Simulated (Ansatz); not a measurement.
`C#C[O][In]([CH3])[F]` + HCl → `[CH3][In]([F])[Cl]` + `C#CO` at 298.15 K and 1 bar (ligand exchange at the In–O bond).

Program: Ansatz. Geometries: PBE0-D4/def2-TZVP. ΔE: electronic, gas phase. CBS: MP2 limit from def2 TZ/QZ plus the TZ coupled-cluster correction, frozen cores. This one scheme is used for every species. def2 core potentials past Kr. For In outer-core shells are correlated without core-valence functions, which leaves a few kJ/mol of doubt a bond. Each species was taken in one conformer, which may not be the lowest.

| species | CCSD(T)/CBS energy (Eh) | H − E (kJ/mol) | S (J/(mol·K)) |
| --- | --- | --- | --- |
| `C#C[O][In]([CH3])[F]` | -481.31003 | 183.2 | 414.8 |
| HCl | -460.38127 | 26.6 | 186.8 |
| `[CH3][In]([F])[Cl]` | -789.33016 | 121.3 | 366.4 |
| `C#CO` | -152.38380 | 96.3 | 247.0 |

H − E and S are ideal-gas, rigid-rotor, harmonic terms from PBE0-D4/def2-TZVP, for one conformer and one mirror image of each species. 1 Eh = 2625.50 kJ/mol, R = 8.31446 J/(mol·K).

Question: By hand: ΔE, ΔH, ΔS and ΔG.

Answer: ΔE = (-789.33016) + (-152.38380) − (-481.31003) − (-460.38127) = -0.02266 Eh = -59.5 kJ/mol. Δ(H − E) = 121.3 + 96.3 − 183.2 − 26.6 = 7.8, so ΔH = -51.7 kJ/mol. ΔS = 366.4 + 247.0 − 414.8 − 186.8 = 11.8 J/(mol·K). ΔG = -51.7 − 298.15 × (11.8)/1000 = -55.2 kJ/mol.

Question: By hand: the equilibrium constant, and the temperature at which ΔG would vanish if ΔH and ΔS stayed fixed.

Answer: log₁₀ K = −ΔG/(RT ln 10) = 9.7. ΔH and −TΔS have one sign here, so there is no such temperature.

The number of gas molecules stays the same, so ΔS is small and ΔH decides. A doubt of 5 kJ/mol in ΔE shifts log₁₀ K by 0.9 here. Other conformers and mirror images would add mixing entropy, several J/(mol·K) or more a flexible species. Modes under 60 cm⁻¹, often nearly free rotors, make the harmonic entropy too high. These are equilibria of isolated gas molecules and say nothing of rates. Largest T1 diagnostic: 0.016 (customary marks: 0.02 for closed shells, 0.045 for open ones).

ΔS is within the doubt of such terms, so its sign, and with it that verdict, could turn.
